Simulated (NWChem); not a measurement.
Everything below was run with NWChem. System: H$_{3}$NSi, charge 0, spin multiplicity 1, at a geometry optimised with PBE/def2-SVP. The structure started from a generated list of species. Level: G0W0@PBE/def2-TZVP, RI basis def2-tzvp-rifit.

Job file:

```
start mol
memory heap 200 mb stack 700 mb global 1700 mb
geometry units angstroms nocenter noautoz
  Si    -0.524980     0.459615     0.000000
  H      0.528972     1.601080     0.000000
  N      0.673743    -0.795741     0.000000
  H      1.691794    -0.679010     0.000000
  H      0.412757    -1.786489     0.000000
  symmetry group Cs
end
basis spherical
  * library def2-tzvp
end
basis "ri basis" bse spherical
  * library def2-tzvp-rifit
end
dft
  xc xpbe96 cpbe96
  iterations 100
  direct
  tolerances tight
end
task dft energy
gw
  states alpha occ 4 vir 2
end
task dft gw
```

Output (cleaned and shortened):

```
             Northwest Computational Chemistry Package (NWChem) 7.3.0
             --------------------------------------------------------

                                NWChem Input Module
                                -------------------

 Scaling coordinates for geometry "geometry" by  1.889725989
 (inverse scale =  0.529177249)

 Turning off AUTOSYM since
 SYMMETRY directive was detected!

                             Geometry "geometry" -> ""
                             -------------------------

 Output coordinates in angstroms (scale by  1.889725989 to convert to a.u.)

  No.       Tag          Charge          X              Y              Z
 ---- ---------------- ---------- -------------- -------------- --------------
    1 Si                  14.0000    -0.52498000     0.45961500     0.00000000
    2 H                    1.0000     0.52897200     1.60108000     0.00000000
    3 N                    7.0000     0.67374300    -0.79574100     0.00000000
    4 H                    1.0000     1.69179400    -0.67901000     0.00000000
    5 H                    1.0000     0.41275700    -1.78648900     0.00000000

 Effective nuclear repulsion energy (a.u.)      50.1108094999

            Nuclear Dipole moment (a.u.)
            ----------------------------
        X                 Y               Z
 ---------------- ---------------- ----------------
     0.0000075589     0.0000075589     0.0000000000

      Symmetry information
      --------------------

 Group name             Cs
 Group number              2
 Group order               2
 No. of unique centers     5

      Symmetry unique atoms

     1    2    3    4    5


 Summary of "ao basis" -> "" (spherical)
 ------------------------------------------------------------------------------
       Tag                 Description            Shells   Functions and Types
 ---------------- ------------------------------  ------  ---------------------
 *                         def2-tzvp                  on all atoms

 new library libraries.bse/

 Summary of "ri basis" -> "" (spherical)
 ------------------------------------------------------------------------------
       Tag                 Description            Shells   Functions and Types
 ---------------- ------------------------------  ------  ---------------------
 *                      def2-tzvp-rifit               on all atoms

  pbe96 is a nonlocal functional; adding pw91lda local functional.

                                 NWChem DFT Module
                                 -----------------

 Summary of "ao basis" -> "ao basis" (spherical)
 ------------------------------------------------------------------------------
       Tag                 Description            Shells   Functions and Types
 ---------------- ------------------------------  ------  ---------------------
 Si                        def2-tzvp                13       37   5s5p2d1f
 H                         def2-tzvp                 4        6   3s1p
 N                         def2-tzvp                11       31   5s3p2d1f

 Summary of "ao basis" -> "ao basis" (spherical)
 ------------------------------------------------------------------------------
       Tag                 Description            Shells   Functions and Types
 ---------------- ------------------------------  ------  ---------------------
 Si                        def2-tzvp                13       37   5s5p2d1f
 H                         def2-tzvp                 4        6   3s1p
[...]
     5      0.470747  1 Si s                  4      0.350675  1 Si s
    15     -0.318491  1 Si px                 3     -0.208517  1 Si s
    18     -0.208290  1 Si px                40     -0.199547  2 H  s
    39     -0.194379  2 H  s                  6      0.127937  1 Si px
    12     -0.125989  1 Si px                38     -0.113458  2 H  s

 Vector   13  Occ=0.000000D+00  E=-8.825384D-02  Symmetry=a"
              MO Center= -4.4D-01,  4.2D-01, -3.6D-14, r^2= 3.0D+00
   Bfn.  Coefficient  Atom+Function         Bfn.  Coefficient  Atom+Function
  ----- ------------  ---------------      ----- ------------  ---------------
    20      0.537787  1 Si pz                17      0.479461  1 Si pz
    57     -0.269094  3 N  pz                51     -0.203921  3 N  pz
    54     -0.165226  3 N  pz                 8     -0.156190  1 Si pz
    14      0.149920  1 Si pz                11     -0.070464  1 Si pz
    27      0.036083  1 Si d -1              22      0.030396  1 Si d -1

 Vector   14  Occ=0.000000D+00  E=-2.009992D-02  Symmetry=a'
              MO Center=  1.4D-01, -2.9D-01, -3.7D-15, r^2= 5.7D+00
   Bfn.  Coefficient  Atom+Function         Bfn.  Coefficient  Atom+Function
  ----- ------------  ---------------      ----- ------------  ---------------
    48      1.463960  3 N  s                 19      0.757850  1 Si py
    77     -0.733584  4 H  s                 83     -0.537126  5 H  s
    40     -0.445034  2 H  s                 16      0.326604  1 Si py
    46      0.206133  3 N  s                  5     -0.182048  1 Si s
    18     -0.161237  1 Si px                15     -0.115538  1 Si px

 Vector   15  Occ=0.000000D+00  E= 4.425490D-02  Symmetry=a'
              MO Center=  5.6D-02, -5.0D-01,  4.7D-15, r^2= 5.8D+00
   Bfn.  Coefficient  Atom+Function         Bfn.  Coefficient  Atom+Function
  ----- ------------  ---------------      ----- ------------  ---------------
    83     -1.385402  5 H  s                 40      1.317180  2 H  s
    48      1.177604  3 N  s                  5     -0.940334  1 Si s
    18     -0.675008  1 Si px                19     -0.608589  1 Si py
    15     -0.242513  1 Si px                55     -0.237936  3 N  px
    56     -0.235414  3 N  py                16     -0.160726  1 Si py

 center of mass
 --------------
 x =  -0.10912233 y =   0.03546602 z =   0.00000000

 moments of inertia (a.u.)
 ------------------
          75.083959437785          54.481854197495           0.000000000000
          54.481854197495          61.619301416594           0.000000000000
           0.000000000000           0.000000000000         136.703260854380

     Multipole analysis of the density
     ---------------------------------

     L   x y z        total         alpha         beta         nuclear
     -   - - -        -----         -----         ----         -------
     0   0 0 0     -0.000000    -12.000000    -12.000000     24.000000

     1   1 0 0      0.587135      0.293564      0.293564      0.000008
     1   0 1 0     -0.585291     -0.292649     -0.292649      0.000008
     1   0 0 1     -0.000000     -0.000000     -0.000000      0.000000

     2   2 0 0    -15.672132    -26.313306    -26.313306     36.954481
     2   1 1 0     -0.999037     14.088494     14.088494    -29.176026
     2   1 0 1     -0.000000     -0.000000     -0.000000      0.000000
     2   0 2 0    -14.087671    -31.337651    -31.337651     48.587630
     2   0 1 1      0.000000      0.000000      0.000000      0.000000
     2   0 0 2    -15.443131     -7.721565     -7.721565      0.000000

 Task  times  cpu:        4.7s     wall:        4.7s

                                NWChem Input Module
                                -------------------

                                 NWChem GW Module
                                 ----------------

                             ***********************
                             ***        GW       ***
                             ***********************

 Summary of "ri basis" -> "ri basis" (spherical)
 ------------------------------------------------------------------------------
       Tag                 Description            Shells   Functions and Types
 ---------------- ------------------------------  ------  ---------------------
 Si                     def2-tzvp-rifit             29      113   9s7p6d5f2g
 H                      def2-tzvp-rifit              7       15   4s2p1d
 N                      def2-tzvp-rifit             22       76   8s6p4d3f1g

                 Memory Information
                 ------------------
          Available GA per process is          1699.9 MBs
          Available stack per process is        700.0 MBs
          Available heap per process is           0.0 MBs

          Peak memory in Initialization
              Peak GA per process is                  2.6 MBs
              Peak stack per process is               0.1 MBs
              Peak heap per process is                2.8 MBs
              Memory not in MA per process            0.0 MBs

          Peak memory in AFF Calculation
              Peak GA per process is                  9.7 MBs
              Peak stack per process is               6.0 MBs
              Peak heap per process is                0.0 MBs
              Memory not in MA per process            6.0 MBs

          Computing 2-center integrals
          Computing Inverse Cholesky factor
          Computing 3-center integrals
          Computing V_xc ...

          Computing Sigma_x
          Computing RPA polarizability
          Solving quasiparticle equations

                  Alpha Orbitals
          State     Energy (eV)     Error (eV)
          -----------------------------------
@GW         9        -15.700           0.002
@GW        10        -11.804           0.002
@GW        11         -9.936           0.004
@GW        12         -8.454           0.002
@GW        13          0.409           0.002
@GW        14          1.983           0.002

   Applying  -3.1177 eV scissor-shift to rest of particle states

   Applying   2.8107 eV scissor-shift to rest of hole states

     GW Timing Statistics
   ------------------------
   Init.   :          0.0s
     ERIs  :          0.2s
     Distr.:          0.0s
     Vxc   :          0.1s
   Sigma_x :          0.0s
   RPA     :          0.1s
   Wmn     :          0.0s
   Sigma_c :          0.0s
   GW total:          0.6s

 Task  times  cpu:        0.6s     wall:        0.6s

 Total times  cpu:        5.2s     wall:        5.2s
```
